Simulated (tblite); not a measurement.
Species: C6H8F2O2.
Cartesian coordinates in Å at the GFN2-xTB level; atoms count from 1:
```xyz
18
C6H8F2O2 angstrom
C      2.2812    0.2635    0.3022
O      1.4115    0.0020   -0.7859
C      0.0631    0.1586   -0.5405
C     -0.4098    1.5386   -0.1477
C     -0.8102   -0.7375   -1.3503
C     -0.6267   -1.0779    0.1136
F      0.1976   -2.1265    0.3995
C     -1.7372   -0.9198    1.0512
O     -2.6688   -0.1880    0.9687
F     -1.6022   -1.7232    2.1350
H      2.0014   -0.3208    1.1828
H      3.2679   -0.0450   -0.0355
H      2.3002    1.3271    0.5563
H     -0.0706    2.2490   -0.8996
H     -0.0070    1.8326    0.8196
H     -1.4931    1.5668   -0.0941
H     -1.7876   -0.3889   -1.6449
H     -0.3184   -1.4043   -2.0421
```

Computed with GFN2-xTB (tblite): harmonic, unscaled wavenumbers at the GFN2-xTB geometry, gas phase. This tight-binding method is rough: wavenumbers can miss measured ones by several per cent, in bad cases by 10 to 20. One conformer, not necessarily the lowest.

Harmonic wavenumbers (cm⁻¹): 67.8, 89.6, 101.3, 130.5, 176.1, 178.5, 233.0, 262.0, 292.5, 347.4, 378.2, 447.8, 463.0, 517.6, 593.6, 643.6, 713.0, 768.0, 846.9, 898.6, 913.2, 977.1, 1003.7, 1057.7, 1060.6, 1074.3, 1125.4, 1148.3, 1172.7, 1246.3, 1259.0, 1336.8, 1399.4, 1401.2, 1415.7, 1463.8, 1467.0, 1476.9, 1483.5, 1816.9, 2946.5, 2961.7, 3028.7, 3033.6, 3039.5, 3073.0, 3093.9, 3123.0.

A = 2029, B = 1061, C = 911.3 MHz; mass 150.049 u (most abundant isotopes); point group C1, symmetry number 1.

Question: What is the zero-point energy?

Answer: Half the sum of the wavenumbers: 28874 cm⁻¹ = 82.56 kcal/mol.

Question: What is S at 273.15 K and 1 bar for an ideal gas of classical rigid rotors and harmonic oscillators?

Answer: Translation 40.52, rotation 29.22, vibration 28.18: S = 97.9 cal/(mol K).

Question: And Cp and H(273.15 K) − H(0)?

Answer: Cp = 37.91 cal/(mol K), of which vibrations give 29.96 (their classical limit is 48 R = 95.4); H(273.15 K) − H(0) = 6.39 kcal/mol without the zero-point energy, 4.22 from vibrations.

Question: Which modes carry the vibrational entropy at 273.15 K?

Answer: 67.8 cm⁻¹: 4.04; 89.6 cm⁻¹: 3.50; 101.3 cm⁻¹: 3.26; 130.5 cm⁻¹: 2.77; 176.1 cm⁻¹: 2.21; 178.5 cm⁻¹: 2.18 cal/(mol K); the other 42 give 10.22 together.

Question: What must be added to the electronic energy to get the Gibbs energy at 273.15 K and 1 bar?

Answer: ZPE + [H(273.15 K) − H(0)] − T·S = 82.56 + 6.39 − 26.75 = 62.20 kcal/mol.

Hindered rotation and anharmonicity are outside this model. Other conformers, if any are populated, would add a mixing term that is left out. The structure is chiral; the term R ln 2 for an equal mix with its mirror image is left out.
